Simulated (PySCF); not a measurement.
Point-charge models of `CC(C)(C)N=C=O` (tert-butyl isocyanate) against its computed dipole.

Coordinates (GFN2-xTB, Å) and charges (e) from the PBE0/pcSseg-1 density (PySCF):

```csv
atom,x,y,z,Mulliken,IAO,Hirshfeld,ESP-fitted
C1,-0.199,-0.818,1.238,-0.1488,-0.4207,-0.1202,-0.5808
C2,-0.074,-0.027,-0.068,-0.3725,+0.1693,+0.0887,+0.7895
C3,-0.133,1.478,0.209,-0.1487,-0.4207,-0.1203,-0.5844
C4,-1.175,-0.435,-1.049,-0.1366,-0.4160,-0.1212,-0.6067
N5,1.172,-0.345,-0.694,-0.4916,-0.3205,-0.1269,-0.6033
C6,2.354,-0.335,-0.595,+0.6117,+0.5013,+0.2284,+0.6698
O7,3.508,-0.410,-0.686,-0.3574,-0.3904,-0.2170,-0.4341
H8,-0.126,-1.885,1.042,+0.1208,+0.1476,+0.0428,+0.1518
H9,-1.159,-0.613,1.706,+0.1127,+0.1426,+0.0459,+0.1450
H10,0.593,-0.538,1.929,+0.1149,+0.1418,+0.0413,+0.1439
H11,-1.091,1.737,0.651,+0.1128,+0.1426,+0.0459,+0.1456
H12,0.660,1.770,0.894,+0.1149,+0.1418,+0.0413,+0.1454
H13,-0.012,2.037,-0.717,+0.1208,+0.1476,+0.0428,+0.1526
H14,-1.110,-1.499,-1.262,+0.1190,+0.1477,+0.0423,+0.1591
H15,-1.064,0.109,-1.983,+0.1190,+0.1476,+0.0423,+0.1597
H16,-2.152,-0.218,-0.627,+0.1090,+0.1383,+0.0436,+0.1469
```

Question: What dipole does each set of charges give (1 e·Å = 4.803 D), and what does the density give?

Answer: The full density gives (-3.02, 0.61, 1.16) D, 3.30 D in size; dipole vectors point from the negative to the positive end.

```
    scheme     μx    μy    μz  size (D)  share of the full size (%)  angle to the full dipole (°)
  Mulliken  -3.71  0.86  1.68      4.17                         126                             4
       IAO  -3.52  0.59  1.09      3.73                         113                             4
 Hirshfeld  -2.11  0.32  0.59      2.22                          67                             6
ESP-fitted  -3.05  0.63  1.19      3.34                         101                             0
```

Question: Which set comes closest?

Answer: Length of the difference vector: ESP-fitted 0.05 D, IAO 0.50 D, Mulliken 0.90 D, Hirshfeld 1.11 D. Closest: ESP-fitted. 

Question: What is left for the Hirshfeld atoms' own dipoles?

Answer: The Hirshfeld atoms' densities add up to the full density, so μ = Σ q r + Σ (atomic dipoles). The atomic dipoles sum to (-3.02, 0.61, 1.16) − (-2.11, 0.32, 0.59) = (-0.91, 0.29, 0.57) D, 1.11 D in size.

Question: With the origin at the mean of the coordinates, (0.000, 0.001, -0.001) Å, which are the largest single terms, by size, of the ESP-fitted dipole along the direction of the full one?

Answer: C6 -7.82, O7 +7.37, N5 +4.01, C4 -1.83, C3 -1.32 D; all 16 atoms together +3.34 D. The single terms depend on the origin, their sum doesn't.

Question: Give the size of the full dipole in other units.

Answer: 3.30 D = 1.296 au = 0.686 e·Å = 10.99 × 10⁻³⁰ C·m.

Geometry: GFN2-xTB; no solvent, vibrations or thermal averaging.

Shape of the structure used: `[CH3:1][C:2]([CH3:3])([CH3:4])[N:5]=[C:6]=[O:7]`: C1–C2–N5–C6 -61°.
